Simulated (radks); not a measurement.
Values are calculated unless marked as measured or tabulated.
The ruthenium ion Ru+ inside a hard spherical wall (all orbitals vanish at R), configuration held at [Kr] 4d7 and not refilled when levels cross. Level of theory: scalar-relativistic Kohn-Sham, PBE, spin-polarised, spherical densities, point nucleus; open shells are filled with parallel spins first (spin-orbit coupling, left out, can overturn this in heavy ions) (a radial shooting solver on a logarithmic mesh with Libxc functionals). Eigenvalues in eV for spin up, with the zero of energy where the potential of the charges vanishes at infinity; a dash marks a level that is unbound or too diffuse for the functional's potential to be trusted. A positive occupied level is held by the wall or, in an anion where self-interaction has pushed it up, behind a barrier. The pressure on the wall is -dE/dV.

R (bohr),E (hartree),kinetic (hartree),e(3d),e(4s),e(4p),e(4d),"e(5s, empty)","e(5p, empty)",pressure (GPa)
free,-4530.53880,4685.051,-280.42,-84.509,-54.652,-13.354,-10.907,-6.372,0
12,-4530.53880,4685.051,-280.42,-84.509,-54.652,-13.354,-10.907,-6.370,< 0.0001
7,-4530.53795,4685.060,-280.36,-84.448,-54.593,-13.302,-10.790,-5.910,0.0680
5,-4530.51491,4685.221,-279.46,-83.638,-53.814,-12.585,-9.275,-2.990,3.73
4,-4530.40944,4685.795,-277.04,-81.554,-51.832,-10.623,-4.985,3.394,32.6
3.5,-4530.22675,4686.676,-274.11,-79.167,-49.568,-8.188,0.677,11.028,108
2.5,-4528.27189,4695.345,-256.26,-66.154,-36.673,7.462,40.660,59.157,1900
2,-4522.95812,4716.898,-227.66,-45.726,-14.712,34.794,113.43,139.24,11600
